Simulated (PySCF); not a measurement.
C₃H₉BO₂, SMILES COB(C)CO. Heavy atoms are numbered as in [CH3:1][O:2][B:3]([CH3:4])[CH2:5][OH:6]. Hydrogens are named by the atom that carries them.

Geometry optimised at B3LYP-D3(BJ)/def2-SVP. This is a generated structure with no PubChem entry under its InChIKey; it may be hypothetical. The values are those of a single conformer.

Level of theory: KT2/pcSseg-1 (PySCF).

GIAO shieldings, no solvent; atoms alike by connectivity are averaged. δ = σ(ref) − σ: ¹³C against TMS (σ = 185.1 ppm); ¹⁷O against H2O (σ = 330.4 ppm); ¹¹B against BF3 (σ = 89.8 ppm); ¹H against TMS (σ = 31.47 ppm), references at their B3LYP-D3(BJ)/def2-TZVP geometries, non-relativistic.

```json
[
 {"atoms": "C5 (CH2)", "nucleus": "¹³C", "count": "1", "δ (ppm)": "62.3"},
 {"atoms": "C1 (CH3)", "nucleus": "¹³C", "count": "1", "δ (ppm)": "(withheld)"},
 {"atoms": "C4 (CH3)", "nucleus": "¹³C", "count": "1", "δ (ppm)": "(withheld)"},
 {"atoms": "O2", "nucleus": "¹⁷O", "count": "1", "δ (ppm)": "166.6"},
 {"atoms": "O6 (OH)", "nucleus": "¹⁷O", "count": "1", "δ (ppm)": "12.2"},
 {"atoms": "B3", "nucleus": "¹¹B", "count": "1", "δ (ppm)": "(withheld)"},
 {"atoms": "H on C1", "nucleus": "¹H", "count": "3", "δ (ppm)": "(withheld)"},
 {"atoms": "H on C5", "nucleus": "¹H", "count": "2", "δ (ppm)": "3.93"},
 {"atoms": "H on C4", "nucleus": "¹H", "count": "3", "δ (ppm)": "0.84"},
 {"atoms": "H on O6", "nucleus": "¹H", "count": "1", "δ (ppm)": "(withheld)"}
]
```

Task: What belongs in the gaps? (Estimate from the structure and the level; the computed values follow.)

Result: 
- C1 (CH3), δ (ppm): 56.9
- B3, δ (ppm): 42.7
- H on O6, δ (ppm): -0.12
- H on C1, δ (ppm): 4.04
- C4 (CH3), δ (ppm): -1.5
